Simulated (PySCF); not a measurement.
# Single point on CoF⁻

State: quartet, unpaired electrons σ ↑, π ↑, δ ↑, a mixture of terms (⟨Lz²⟩ = 4.8).

An equivalent input (the run itself took its basis sets from the Basis Set Exchange, started from a PBE0 density and held the occupation σ 10α 9β, πx 4α 4β, πy 4α 3β, δx 1α 1β, δy 1α 0β):

```python
from pyscf import gto, dft
mol = gto.M(atom='Co 0 0 0; F 0 0 1.85', basis={'Co': 'def2-TZVPPD', 'F': 'def2-TZVPPD'},
            charge=-1, spin=3, verbose=4, symmetry='C2v')
mf = dft.UKS(mol, xc='HSE06')
mf.grids.atom_grid = (80, 434)
mf.grids.prune = dft.gen_grid.treutler_prune
mf.irrep_nelec = {'A1': (11, 10), 'A2': (1, 0), 'B1': (4, 4), 'B2': (4, 3)}
mf.conv_tol = 1e-9
mf.max_cycle = 60
mf.diis_space = 10
mf.kernel()
```

The log (some set-up lines and the per-cycle HOMO/LUMO lines removed):

```
******** <class 'pyscf.dft.uks_symm.SymAdaptedUKS'> ********
method = SymAdaptedUKS
damping factor = 0
level_shift factor = 0
DIIS = <class 'pyscf.scf.diis.CDIIS'>
diis_start_cycle = 1
diis_space = 10
diis_damp = 0
SCF conv_tol = 1e-09
SCF conv_tol_grad = None
SCF max_cycles = 60
number electrons alpha = 20  beta = 17
Set gradient conv threshold to 3.16228e-05
init E= -1482.40047700126
cycle= 1 E= -1482.40045209753  delta_E= 2.49e-05  |g|= 0.0223  |ddm|= 0.0283
cycle= 2 E= -1482.39974051141  delta_E= 0.000712  |g|= 0.0616  |ddm|= 0.0684
cycle= 3 E= -1482.40054403061  delta_E= -0.000804  |g|= 0.0028  |ddm|= 0.0578
cycle= 4 E= -1482.40054626059  delta_E= -2.23e-06  |g|= 0.000786  |ddm|= 0.00355
cycle= 5 E= -1482.4005464347  delta_E= -1.74e-07  |g|= 0.000146  |ddm|= 0.00109
cycle= 6 E= -1482.40054644425  delta_E= -9.55e-09  |g|= 4.76e-05  |ddm|= 0.000261
cycle= 7 E= -1482.40054644842  delta_E= -4.17e-09  |g|= 1.07e-05  |ddm|= 0.000151
cycle= 8 E= -1482.40054645245  delta_E= -4.02e-09  |g|= 5.54e-06  |ddm|= 3.78e-05
cycle= 9 E= -1482.4005464525  delta_E= -5.07e-11  |g|= 2.78e-06  |ddm|= 1.55e-05
Extra cycle  E= -1482.4005464525  delta_E= -7.96e-12  |g|= 4.32e-06  |ddm|= 7.28e-06
converged SCF energy = -1482.4005464525  <S^2> = 3.7788506  2S+1 = 4.0143994
```

Repeating this along the bond gives Re = 1.848 Å and ωe = 513 cm⁻¹.

A point of this curve took 5.6 CPU seconds beside 0.65 for the integrals, on Intel Xeon 6975P-C (shared host).

The highest Kohn–Sham level is positive in this anion. Much of that is self-interaction error, but it also means that the finite basis helps to hold the extra electron. With d or f electrons several states lie close, and the lowest PBE0 determinant need not be the measured ground state.
